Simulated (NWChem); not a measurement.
The numbers come from NWChem runs, not from measurements. System: CH$_{5}$Si, charge 0, spin multiplicity 2, displaced from the optimised geometry. The structure started from a generated list of species. Its SCF solution wasn't tested for a lower state.

Job file:

```
start mol
memory heap 200 mb stack 900 mb global 1100 mb
geometry units angstroms nocenter noautoz
  C     -0.157093     1.223984     0.000000
  Si     0.173332    -0.678319     0.000000
  H      0.289380     1.709043     0.909581
  H      0.289380     1.709043    -0.909581
  H     -1.263538     1.434683     0.000000
  H     -0.399657    -1.350102     1.245829
  H     -0.399657    -1.350102    -1.245829
  symmetry group Cs
end
basis spherical
  * library def2-tzvp
end
dft
  xc becke88 lyp
  odft
  mult 2
  semidirect memsize 60000000 filesize 0
  iterations 100
  convergence nodiis damp 40
end
task dft gradient
```

The output up to the point where the run's verdict is printed (cleaned and shortened):

```
             Northwest Computational Chemistry Package (NWChem) 7.3.0
             --------------------------------------------------------

                                NWChem Input Module
                                -------------------

 Scaling coordinates for geometry "geometry" by  1.889725989
 (inverse scale =  0.529177249)

 Turning off AUTOSYM since
 SYMMETRY directive was detected!

                             Geometry "geometry" -> ""
                             -------------------------

 Output coordinates in angstroms (scale by  1.889725989 to convert to a.u.)

  No.       Tag          Charge          X              Y              Z
 ---- ---------------- ---------- -------------- -------------- --------------
    1 C                    6.0000    -0.15709300     1.22398400     0.00000000
    2 Si                  14.0000     0.17333200    -0.67831900     0.00000000
    3 H                    1.0000     0.28938000     1.70904300     0.90958100
    4 H                    1.0000     0.28938000     1.70904300    -0.90958100
    5 H                    1.0000    -1.26353800     1.43468300     0.00000000
    6 H                    1.0000    -0.39965700    -1.35010200     1.24582900
    7 H                    1.0000    -0.39965700    -1.35010200    -1.24582900

 Effective nuclear repulsion energy (a.u.)      54.1350451506

            Nuclear Dipole moment (a.u.)
            ----------------------------
        X                 Y               Z
 ---------------- ---------------- ----------------
    -0.0000037795     0.0000056692     0.0000000000

      Symmetry information
      --------------------

 Group name             Cs
 Group number              2
 Group order               2
 No. of unique centers     5

      Symmetry unique atoms

     1    2    3    5    6


 Summary of "ao basis" -> "" (spherical)
 ------------------------------------------------------------------------------
       Tag                 Description            Shells   Functions and Types
 ---------------- ------------------------------  ------  ---------------------
 *                         def2-tzvp                  on all atoms
[...]
 d= 0,ls=0.5         73   -187.3586654499  4.17D+01  1.11D-01              50.1
                                                     1.09D-01
 d= 0,ls=0.5         74   -229.1072736473 -4.17D+01  1.11D-01              50.8
                                                     1.09D-01
 d= 0,ls=0.5         75   -187.3586654499  4.17D+01  1.11D-01              51.4
                                                     1.09D-01
 d= 0,ls=0.5         76   -229.1072736473 -4.17D+01  1.11D-01              52.0
                                                     1.09D-01
 d= 0,ls=0.5         77   -187.3586654499  4.17D+01  1.11D-01              52.7
                                                     1.09D-01
 d= 0,ls=0.5         78   -229.1072736473 -4.17D+01  1.11D-01              53.3
                                                     1.09D-01
 d= 0,ls=0.5         79   -187.3586654499  4.17D+01  1.11D-01              54.0
                                                     1.09D-01
 d= 0,ls=0.5         80   -229.1072736473 -4.17D+01  1.11D-01              54.6
                                                     1.09D-01
 d= 0,ls=0.5         81   -187.3586654499  4.17D+01  1.11D-01              55.2
                                                     1.09D-01
 d= 0,ls=0.5         82   -229.1072736473 -4.17D+01  1.11D-01              55.9
                                                     1.09D-01
 d= 0,ls=0.5         83   -187.3586654499  4.17D+01  1.11D-01              56.5
                                                     1.09D-01
 d= 0,ls=0.5         84   -229.1072736473 -4.17D+01  1.11D-01              57.2
                                                     1.09D-01
 d= 0,ls=0.5         85   -187.3586654499  4.17D+01  1.11D-01              57.8
                                                     1.09D-01
 d= 0,ls=0.5         86   -229.1072736473 -4.17D+01  1.11D-01              58.4
                                                     1.09D-01
 d= 0,ls=0.5         87   -187.3586654499  4.17D+01  1.11D-01              59.1
                                                     1.09D-01
 d= 0,ls=0.5         88   -229.1072736473 -4.17D+01  1.11D-01              59.7
                                                     1.09D-01
 d= 0,ls=0.5         89   -187.3586654499  4.17D+01  1.11D-01              60.4
                                                     1.09D-01
 d= 0,ls=0.5         90   -229.1072736473 -4.17D+01  1.11D-01              61.0
                                                     1.09D-01
 d= 0,ls=0.5         91   -187.3586654499  4.17D+01  1.11D-01              61.7
                                                     1.09D-01
 d= 0,ls=0.5         92   -229.1072736473 -4.17D+01  1.11D-01              62.3
                                                     1.09D-01
 d= 0,ls=0.5         93   -187.3586654499  4.17D+01  1.11D-01              63.0
                                                     1.09D-01
 d= 0,ls=0.5         94   -229.1072736473 -4.17D+01  1.11D-01              63.6
                                                     1.09D-01
 d= 0,ls=0.5         95   -187.3586654499  4.17D+01  1.11D-01              64.3
                                                     1.09D-01
 d= 0,ls=0.5         96   -229.1072736473 -4.17D+01  1.11D-01              64.9
                                                     1.09D-01
 d= 0,ls=0.5         97   -187.3586654499  4.17D+01  1.11D-01              65.5
                                                     1.09D-01
 d= 0,ls=0.5         98   -229.1072736473 -4.17D+01  1.11D-01              66.2
                                                     1.09D-01
 d= 0,ls=0.5         99   -187.3586654499  4.17D+01  1.11D-01              66.8
                                                     1.09D-01
 d= 0,ls=0.5        100   -229.1072736473 -4.17D+01  1.11D-01              67.5
                                                     1.09D-01
```

The run did not converge; its last values are not results. The next line reads: Calculation failed to converge. NWChem stopped with the message: dft gradient failed.
